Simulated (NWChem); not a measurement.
System: ScH₃O₃; SMILES [OH][Sc]([OH])[OH]

Parts of the log:

```
             Northwest Computational Chemistry Package (NWChem) 7.3.0
             --------------------------------------------------------

 C3  symmetry detected

                             Geometry "geometry" -> ""
                             -------------------------

 Output coordinates in angstroms (scale by  1.889725989 to convert to a.u.)

  No.       Tag          Charge          X              Y              Z
 ---- ---------------- ---------- -------------- -------------- --------------
    1 Sc                  21.0000     0.00000000     0.00000000     0.00321225
    2 O                    8.0000     0.42636905     1.81704508    -0.00139275
    3 H                    1.0000     1.05142544     2.54186689    -0.01134375
    4 O                    8.0000     1.36042267    -1.27776897    -0.00139275
    5 H                    1.0000     1.67560858    -2.18149459    -0.01134375
    6 O                    8.0000    -1.78679172    -0.53927611    -0.00139275
    7 H                    1.0000    -2.72703402    -0.36037230    -0.01134375

 Effective nuclear repulsion energy (a.u.)     206.3946718328

      Symmetry information
      --------------------

 Group name             C3
 Group number              5
 Group order               3
 No. of unique centers     3

                                 NWChem DFT Module
                                 -----------------

 Summary of "ao basis" -> "ao basis" (spherical)
 ------------------------------------------------------------------------------
       Tag                 Description            Shells   Functions and Types
 ---------------- ------------------------------  ------  ---------------------
 Sc                         def2-svp                11       31   5s3p2d1f
 O                          def2-svp                 6       14   3s2p1d
 H                          def2-svp                 3        5   2s1p

      Symmetry analysis of basis
      --------------------------

        a          32
        e+         28
        e-         28

  Rotation of axis

            General Information
            -------------------
          SCF calculation type: DFT
          Wavefunction type:  closed shell.
          No. of atoms     :     7
          No. of electrons :    48
           Alpha electrons :    24
            Beta electrons :    24
          Charge           :     0
          Spin multiplicity:     1
          Use of symmetry is: on ; symmetry adaption is: on
          Maximum number of iterations: 150
          AO basis - number of functions:    88
                     number of shells:    38
          Convergence on energy requested:  1.00D-06
          Convergence on density requested:  1.00D-05
          Convergence on gradient requested:  5.00D-04

              XC Information
              --------------
                         SCAN Method XC Functional
                  SCAN metaGGA Exchange Functional  1.000
                        SCAN Correlation Potential  1.000

             Grid Information
             ----------------
          Grid used for XC integration:  fine
          Radial quadrature: Mura-Knowles
          Angular quadrature: Lebedev.
          Tag              B.-S. Rad. Rad. Pts. Rad. Cut. Ang. Pts.
          ---              ---------- --------- --------- ---------
          Sc                  1.60      140          11.0       974
          O                   0.60       70          11.0       590
          H                   0.35       60          12.0       590
          Grid pruning is: on
          Number of quadrature shells:   270
          Spatial weights used:  Erf1

      Superposition of Atomic Density Guess
      -------------------------------------

 Sum of atomic energies:        -985.20317322

      Non-variational initial energy
      ------------------------------

 Total energy =    -985.480744
 1-e energy   =   -1760.341023
 2-e energy   =     568.465608
 HOMO         =      -0.513465
 LUMO         =      -0.096764

      Symmetry analysis of molecular orbitals - initial
      -------------------------------------------------

  Numbering of irreducible representations:

     1 a           2 e+          3 e-

  Orbital symmetries:

     1 a           2 a           3 e+          4 e+          5 a
     6 e+          7 e+          8 a           9 a          10 e+
    11 e+         12 a          13 a          14 e+         15 e+
    16 a          17 e+         18 e+         19 e+         20 e+
    21 e+         22 e+         23 a          24 a          25 a
    26 a          27 e+         28 e+         29 e+         30 e+
    31 a          32 e+         33 e+         34 a

     ---------------------------------------------
      Total Density - Mulliken Population Analysis
     ---------------------------------------------

    Atom       Charge   Shell Charges
 -----------   ------   -------------------------------------------------------
    1 Sc  21    18.86   2.00  2.00  2.00  0.15  0.00  6.00  6.00  0.16  0.22  0.24  0.08
    2 O    8     9.06   1.99  1.12  0.66  3.24  2.05  0.00
    3 H    1     0.66   0.52  0.07  0.06
    4 O    8     9.06   1.99  1.12  0.66  3.24  2.05  0.00
    5 H    1     0.66   0.52  0.07  0.06
    6 O    8     9.06   1.99  1.12  0.66  3.24  2.05  0.00
    7 H    1     0.66   0.52  0.07  0.06

   convergence    iter        energy       DeltaE   RMS-Dens  Diis-err
 ---------------- ----- ----------------- --------- --------- ---------
 d= 0,ls=0.0,diis     1   -987.7862946742 -1.19D+03  4.76D-02  2.37D+00
 d= 0,ls=0.0,diis     2   -977.7442622185  1.00D+01  3.98D-02  9.70D+01
 d= 0,ls=0.0,diis     3   -987.9716885168 -1.02D+01  6.87D-03  1.33D+00
 d= 0,ls=0.0,diis     4   -988.0771849172 -1.05D-01  2.28D-03  1.01D-01
 d= 0,ls=0.0,diis     5   -988.0932238081 -1.60D-02  2.20D-04  1.08D-03
  Resetting Diis
 d= 0,ls=0.0,diis     6   -988.0933512337 -1.27D-04  4.82D-05  8.18D-05
 d= 0,ls=0.0,diis     7   -988.0933594100 -8.18D-06  1.24D-05  3.52D-07
 d= 0,ls=0.0,diis     8   -988.0933591755  2.34D-07  8.61D-06  2.27D-06

         Total DFT energy =     -988.093359175544
      One electron energy =    -1767.825444696615
           Coulomb energy =      639.407802739681
    Exchange-Corr. energy =      -66.070389051435
 Nuclear repulsion energy =      206.394671832825

 Numeric. integr. density =       48.000000361530

                  Occupations of the irreducible representations
                  ----------------------------------------------

                     irrep           alpha         beta
                     --------     --------     --------
                     a                10.0         10.0
                     e+               14.0         14.0
                     e-                0.0          0.0

                       DFT Final Molecular Orbital Analysis
                       ------------------------------------

 Vector   22  Occ=2.000000D+00  E=-2.553370D-01  Symmetry=e+
              MO Center=  8.7D-01,  1.0D-01, -3.5D-03, r^2= 3.2D+00
   Bfn.  Coefficient  Atom+Function         Bfn.  Coefficient  Atom+Function
  ----- ------------  ---------------      ----- ------------  ---------------
    54      0.393444  4 O  px                57      0.299955  4 O  px
    35      0.287752  2 O  px                36     -0.263866  2 O  py
    38      0.217074  2 O  px                39     -0.199776  2 O  py
    55      0.180356  4 O  py                15      0.143845  1 Sc d -2
    12      0.141251  1 Sc px                10     -0.140540  1 Sc py

 Vector   23  Occ=2.000000D+00  E=-2.473168D-01  Symmetry=a
              MO Center=  2.1D-13,  1.4D-13, -1.6D-03, r^2= 4.1D+00
   Bfn.  Coefficient  Atom+Function         Bfn.  Coefficient  Atom+Function
  ----- ------------  ---------------      ----- ------------  ---------------
    37      0.347461  2 O  pz                56      0.347461  4 O  pz
    75      0.347461  6 O  pz                40      0.263098  2 O  pz
    59      0.263098  4 O  pz                78      0.263098  6 O  pz
    14      0.181395  1 Sc pz                11     -0.155244  1 Sc pz
     8      0.047182  1 Sc pz

 Vector   24  Occ=2.000000D+00  E=-2.372390D-01  Symmetry=a
              MO Center= -1.9D-14, -9.0D-14, -1.7D-03, r^2= 4.1D+00
   Bfn.  Coefficient  Atom+Function         Bfn.  Coefficient  Atom+Function
  ----- ------------  ---------------      ----- ------------  ---------------
    74      0.359831  6 O  py                54     -0.325154  4 O  px
    35      0.298091  2 O  px                77      0.279746  6 O  py
    57     -0.256236  4 O  px                38      0.228298  2 O  px
    36     -0.203353  2 O  py                39     -0.164068  2 O  py
    55     -0.156478  4 O  py                58     -0.115677  4 O  py

 Vector   25  Occ=0.000000D+00  E=-5.486835D-02  Symmetry=a
              MO Center= -2.1D-14, -3.8D-15,  7.8D-03, r^2= 2.9D+00
   Bfn.  Coefficient  Atom+Function         Bfn.  Coefficient  Atom+Function
  ----- ------------  ---------------      ----- ------------  ---------------
    17      0.589995  1 Sc d  0               4      0.436466  1 Sc s
     5      0.313137  1 Sc s                 22      0.312012  1 Sc d  0
     3     -0.303380  1 Sc s                 47     -0.061465  3 H  s
    66     -0.061465  5 H  s                 85     -0.061465  7 H  s
     2      0.059841  1 Sc s                 33     -0.040593  2 O  s

 Vector   26  Occ=0.000000D+00  E=-2.215656D-03  Symmetry=e+
              MO Center=  3.3D-02, -8.1D-02,  4.0D-03, r^2= 1.3D+00
   Bfn.  Coefficient  Atom+Function         Bfn.  Coefficient  Atom+Function
  ----- ------------  ---------------      ----- ------------  ---------------
    18      0.680148  1 Sc d  1              16      0.420500  1 Sc d -1
    23      0.300468  1 Sc d  1              56      0.206581  4 O  pz
    59      0.204509  4 O  pz                21      0.184141  1 Sc d -1
    75     -0.141581  6 O  pz                78     -0.139654  6 O  pz
    37     -0.065000  2 O  pz                40     -0.064854  2 O  pz

 Vector   27  Occ=0.000000D+00  E=-2.215656D-03  Symmetry=e+
              MO Center= -3.3D-02,  8.1D-02,  4.0D-03, r^2= 1.3D+00
   Bfn.  Coefficient  Atom+Function         Bfn.  Coefficient  Atom+Function
  ----- ------------  ---------------      ----- ------------  ---------------
    16      0.680148  1 Sc d -1              18     -0.420500  1 Sc d  1
    21      0.300468  1 Sc d -1              37     -0.201011  2 O  pz
    40     -0.198702  2 O  pz                23     -0.184141  1 Sc d  1
    75      0.156797  6 O  pz                78      0.155517  6 O  pz
    56      0.044214  4 O  pz                59      0.043186  4 O  pz

     ---------------------------------------------
      Total Density - Mulliken Population Analysis
     ---------------------------------------------

    Atom       Charge   Shell Charges
 -----------   ------   -------------------------------------------------------
    1 Sc  21    19.94   2.00  2.00  2.00  0.14 -0.01  6.00  6.02  0.43  0.73  0.55  0.09
    2 O    8     8.53   1.99  1.06  0.69  2.86  1.93  0.00
    3 H    1     0.82   0.68  0.07  0.07
    4 O    8     8.53   1.99  1.06  0.69  2.86  1.93  0.00
    5 H    1     0.82   0.68  0.07  0.07
    6 O    8     8.53   1.99  1.06  0.69  2.86  1.93  0.00
    7 H    1     0.82   0.68  0.07  0.07

     -------------------------------------------
      Total Density - Lowdin Population Analysis
     -------------------------------------------

    Atom       Charge   Shell Charges
 -----------   ------   -------------------------------------------------------
    1 Sc  21    20.75   2.00  2.00  1.87  0.23  0.04  5.99  5.79  0.74  0.65  1.10  0.33
    2 O    8     8.16   1.97  0.86  0.58  2.70  2.03  0.01
    3 H    1     0.93   0.56  0.18  0.19
    4 O    8     8.16   1.97  0.86  0.58  2.70  2.03  0.01
    5 H    1     0.93   0.56  0.18  0.19
    6 O    8     8.16   1.97  0.86  0.58  2.70  2.03  0.01
    7 H    1     0.93   0.56  0.18  0.19

     Multipole analysis of the density
     ---------------------------------

     L   x y z        total         alpha         beta         nuclear
     -   - - -        -----         -----         ----         -------
     0   0 0 0     -0.000000    -24.000000    -24.000000     48.000000

     1   1 0 0     -0.000000     -0.000000     -0.000000     -0.000000
     1   0 1 0      0.000000      0.000000      0.000000      0.000000
     1   0 0 1     -0.006334     -0.003167     -0.003167     -0.000000

     2   2 0 0    -22.472315   -106.139324   -106.139324    189.806334
     2   1 1 0      0.000000      0.000000      0.000000     -0.000000
     2   1 0 1     -0.000000     -0.000000     -0.000000      0.000000
     2   0 2 0    -22.472315   -106.139324   -106.139324    189.806334
     2   0 1 1     -0.000000     -0.000000     -0.000000     -0.000000
     2   0 0 2    -22.386713    -11.194516    -11.194516      0.002319

            General Information
            -------------------
          SCF calculation type: DFT
          Wavefunction type:  closed shell.
          No. of atoms     :     7
          No. of electrons :    48
           Alpha electrons :    24
            Beta electrons :    24
          Charge           :     0
          Spin multiplicity:     1
          Use of symmetry is: on ; symmetry adaption is: on
          Maximum number of iterations: 150
          AO basis - number of functions:    88
                     number of shells:    38
          Convergence on energy requested:  1.00D-06
          Convergence on density requested:  1.00D-05
          Convergence on gradient requested:  5.00D-04

              XC Information
              --------------
                         SCAN Method XC Functional
                  SCAN metaGGA Exchange Functional  1.000
                        SCAN Correlation Potential  1.000

             Grid Information
             ----------------
          Grid used for XC integration:  fine
          Radial quadrature: Mura-Knowles
          Angular quadrature: Lebedev.
          Tag              B.-S. Rad. Rad. Pts. Rad. Cut. Ang. Pts.
          ---              ---------- --------- --------- ---------
          Sc                  1.60      140          11.0       974
          O                   0.60       70          11.0       590
          H                   0.35       60          12.0       590
          Grid pruning is: on
          Number of quadrature shells:   270
          Spatial weights used:  Erf1

          Convergence Information
          -----------------------
          Convergence aids based upon iterative change in
          total energy or number of iterations.
          Levelshifting, if invoked, occurs when the
          HOMO/LUMO gap drops below (HL_TOL):  1.00D-02
          DIIS, if invoked, will attempt to extrapolate
          using up to (NFOCK): 10 stored Fock matrices.

                    Damping( 0%)  Levelshifting(0.5)       DIIS
                  --------------- ------------------- ---------------
          dE  on:    start            ASAP                start
          dE off:    2 iters        150 iters           150 iters

[...]

                         DFT ENERGY GRADIENTS

    atom               coordinates                        gradient
                 x          y          z           x          y          z
   1 Sc      0.000000   0.000000   0.006070    0.000000   0.000000  -0.000085
   2 O       0.805721   3.433717  -0.002632    0.001259   0.000076   0.000051
   3 H       1.986906   4.803432  -0.021437   -0.001886  -0.002448  -0.000023
   4 O       2.570826  -2.414633  -0.002632   -0.000564  -0.001129   0.000051
   5 H       3.166441  -4.122427  -0.021437   -0.001177   0.002857  -0.000023
   6 O      -3.376547  -1.019084  -0.002632   -0.000696   0.001052   0.000051
   7 H      -5.153347  -0.681005  -0.021437    0.003063  -0.000409  -0.000023
```

Level: SCAN/def2-SVP. Coordinates come from a PBE0/def2-SVP optimisation.

Problem. Write an input that gives this output.

Solution. One answer among several that fit: the input that was run:
```
start job
memory heap 200 mb stack 900 mb global 1100 mb
geometry units angstroms noautoz
  Sc     0.000000     0.000000     0.005841
  O      0.676815     1.739358     0.001236
  H      1.397284     2.369426    -0.008715
  O      1.167920    -1.455818     0.001236
  H      1.353341    -2.394797    -0.008715
  O     -1.844735    -0.283540     0.001236
  H     -2.750625     0.025371    -0.008715
end
basis spherical
  Sc library def2-svp
  O library def2-svp
  H library def2-svp
end
dft
  xc scan
  grid fine
  iterations 150
  mulliken
end
task dft gradient
```
